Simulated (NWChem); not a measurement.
Zn cation, doublet

All runs: NWChem. Pople sets run with spherical d functions. Spin-unrestricted. Medium grid unless said otherwise, to which SCAN and Minnesota functionals are sensitive. No stability test was run on the SCF state.

Problem. What does the run give for M06-2X/6-31G*? Quantities: highest occupied level (eV); lowest empty minus highest occupied level, either spin (eV); <S²>.

Solution. The highest occupied level (eV) is -15.07. The lowest empty minus highest occupied level, either spin (eV) is 6.73 and the <S²> is 0.750.
